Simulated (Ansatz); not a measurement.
Ansatz (a program for electronic structure) input (B3LYP-D3(BJ)/def2-TZVP):

Ansatz 0.2 input:
```yaml
crystal:
  periodic: [false, false, false]
  atoms:
    - {symbol: Hg, position_ang: [-0.94342910, -0.74218783, -0.82383789]}
    - {symbol: I, position_ang: [0.99940921, 0.77429555, 0.86289408]}
basis:
  gaussian:
    orbitals: def2-TZVP
hamiltonian:
  xc: b3lyp
  dispersion: d3bj
magnetization: {spin_polarized: true, initial_magnetization: 1}
relax: {f_tol: 0.002, max_steps: 150}
```

End of the output:

```
the calculation of the forces begins
reference -12282.55170438 eV, -451.3754497234 hartree; 23, 22 occupied and 70, 71 virtual orbitals, 830 factors
relax step   3: F+E_penalty+E_count = -12282.65378234 eV  Δ(F+E_penalty+E_count) = -7.807e-3 eV  max|allowed force component| = 1.489e-1 eV/Å  Δτ_max = 0.0797 Å  (36 SCF iters, accepted)
these checks for a lower state are left out or cut short: starts, cluster_reference, orbital_swaps, neighbouring_geometries, increment
integrals: 0.03 GiB planned
830 factors; their error is unknown
mean field: 0.38 GiB planned
mean field -12282.55819160 eV, -451.3756881243 hartree, gradient 1.6e-5 eV, S^2 0.754886; 0 other end points of the search recorded, 0 dependent functions left out
the calculation of the forces begins
reference -12282.55837978 eV, -451.3756950399 hartree; 23, 22 occupied and 70, 71 virtual orbitals, 830 factors
relax step   4: F+E_penalty+E_count = -12282.66016612 eV  Δ(F+E_penalty+E_count) = -6.384e-3 eV  max|allowed force component| = 3.439e-3 eV/Å  Δτ_max = 0.0302 Å  (37 SCF iters, accepted)
these checks for a lower state are left out or cut short: starts, cluster_reference, orbital_swaps, neighbouring_geometries, increment
integrals: 0.03 GiB planned
830 factors; their error is unknown
mean field: 0.38 GiB planned
mean field -12282.55818814 eV, -451.3756879972 hartree, gradient 1.2e-5 eV, S^2 0.754880; 0 other end points of the search recorded, 0 dependent functions left out
the calculation of the forces begins
reference -12282.55837630 eV, -451.3756949121 hartree; 23, 22 occupied and 70, 71 virtual orbitals, 830 factors
relax step   5: F+E_penalty+E_count = -12282.66017032 eV  Δ(F+E_penalty+E_count) = -4.198e-6 eV  max|allowed force component| = 1.681e-4 eV/Å  Δτ_max = 0.0008 Å  (41 SCF iters, accepted)
integrals: 0.03 GiB planned
830 factors; their error is unknown
mean field: 0.38 GiB planned
mean field evaluation 64: about -12282.2896 eV, gradient 1.8e0 eV
mean field -12282.55818814 eV, -451.3756879972 hartree, gradient 1.2e-5 eV, S^2 0.754880; 2 other end points of the search recorded, 0 dependent functions left out
the calculation of the forces begins
reference -12282.55837630 eV, -451.3756949121 hartree; 23, 22 occupied and 70, 71 virtual orbitals, 830 factors
Total energy: -12282.66035848 eV, -451.3794426881 hartree
Atom 0 at    -0.894605    -0.704078    -0.781450 Å, force    -0.000168    -0.000131    -0.000146 eV/Å
Atom 1 at     0.950585     0.736186     0.820506 Å, force     0.000168     0.000131     0.000146 eV/Å
Dipole moment:    -0.303171    -0.236640    -0.263206 e Å
```

The spin state was set by rule; other spins were not relaxed.
